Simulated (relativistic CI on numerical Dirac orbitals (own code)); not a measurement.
Energy levels of Tl63+

Computed by Dirac-Coulomb-Breit CI, KLI orbitals optimised for each configuration, a model potential for QED, unscaled Slater integrals (own radial code, finite nucleus).

Configuration list (outside the closed core [Ne]): 3s2 3p6, 3s2 3p5 3d, 3s 3p6 3d, 3s2 3p5 4s, 3s2 3p5 4p, 3s2 3p5 4d, 3s 3p6 4s, 3s2 3p5 4f, 3p6 3d 4p, 3s 3p6 4p, 3s 3p6 4d, 3s 3p6 4f, 3s2 3p5 5s, 3s2 3p5 5p, 3s2 3p5 5d, 3s2 3p5 5f, 3s2 3p5 5g, 3s 3p6 5s, 3s 3p6 5p, 3s 3p6 5d, 3s2 3p5 6s, 3p6 3d2, 3p5 3d3, 3p5 3d2 4s, 3p5 3d2 4p, 3p5 3d2 4d, 3p6 3d 4s, 3p5 3d 4s2, 3p5 3d 4s 4p, 3p5 3d 4s 4d, 3p6 4s2, 3p5 4s2 4p, 3p5 4s2 4d. Double excitations out of closed p, d and f shells are left out; levels of such configurations are missing from the list, as are those of other unlisted configurations, and high levels can miss mixing partners. These lack a partner that the ground configuration has and come out too high: 3s2 3p5 4f, 3s2 3p5 5s, 3s2 3p5 5p, 3s2 3p5 5d, 3s2 3p5 5f.

```csv
No.,Configuration,Term,J,E (eV),%,Lifetime (s)
1,3s2 3p6,1S,0,0.00,100,
2,3s2 3p5 3d,3P°,0,267.01,100,
3,3s2 3p5 3d,3P°,1,280.45,65,8.23e-11
4,3s2 3p5 3d,3F°,3,284.03,55,2.20e-01
5,3s2 3p5 3d,3D°,2,289.04,53,2.82e-04
6,3s2 3p5 3d,3F°,4,395.19,100,1.27e-07
7,3s2 3p5 3d,1D°,2,401.70,47,1.01e-07
8,3s2 3p5 3d,3D°,3,414.35,70,9.02e-08
9,3s2 3p5 3d,1P°,1,447.86,55,6.80e-13
10,3s2 3p5 3d,3F°,2,814.76,73,7.08e-10
11,3s2 3p5 3d,3D°,1,857.26,45,1.31e-13
12,3s2 3p5 3d,3P°,2,936.02,45,7.01e-10
13,3s2 3p5 3d,3F°,3,941.64,43,6.80e-10
14,3s 3p6 3d,3D,1,1069.31,100,1.04e-13
15,3s 3p6 3d,3D,2,1077.27,69,1.02e-13
16,3s 3p6 3d,3D,3,1188.54,100,1.03e-13
17,3s 3p6 3d,1D,2,1204.56,69,1.05e-13
18,3p6 3d2,3F,2,2157.87,72,
19,3p6 3d2,3P,0,2186.14,67,
20,3p6 3d2,3F,3,2272.62,100,
21,3p6 3d2,3P,2,2285.20,50,
22,3p6 3d2,1G,4,2288.74,73,
23,3p6 3d2,3P,1,2291.21,100,
24,3p6 3d2,3F,4,2396.93,73,
25,3p6 3d2,1D,2,2407.59,47,
26,3p5 3d3(2D),3D°,2,2428.15,28,
27,3p5 3d3(4F),5D°,1,2434.82,26,
28,3p6 3d2,1S,0,2436.11,67,
29,3p5 3d3(2D),3P°,0,2438.88,47,
30,3p5 3d3(2D),3F°,3,2440.07,25,
```

Energies count from the lowest computed level; ° marks odd parity; lifetimes are radiative, by E1, M1, E2, M2, E3 decay to levels of this space only; some are left blank where a channel outside the calculation adds to the decay or the decay crosses a small, uncertain gap. Percentages are summed over parent terms; the parents shown are those of the largest component, closed shells are left out there.

The mean weight of the leading LS term, summed over parents, in these 30 levels is 65 %, and that of the leading jj configuration (from the same eigenvectors) 99 %, so jj coupling describes them better and the LS labels are nominal.

At this charge energies of transitions that change n are usually good to better than 1 %, and those within a shell (Δn = 0) to a few per cent.

LS names give the leading component of a level, which can be under half, so a name can repeat, a term be missing and a line seem to break the LS rules.
